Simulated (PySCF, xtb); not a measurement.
WOF3, SMILES [O]=[W+]([F])([F])[F], charge +1, multiplicity 1.

Harmonic wavenumbers (cm⁻¹) from GFN2-xTB in xtb at its own minimum, in rising order: 139, 139, 183, 204, 204, 502, 506, 506, 877.

Q: What does B3LYP-D3(BJ)/def2-SVP (PySCF) give at its own minimum? (The exact figures need the calculation; the answer reports its results.)

A: 180, 180, 211, 298, 298, 789, 800, 800, 1120. Paired by order, the mean absolute difference is 157 cm⁻¹ and the zero-point energies are 4.7 and 6.7 kcal/mol.
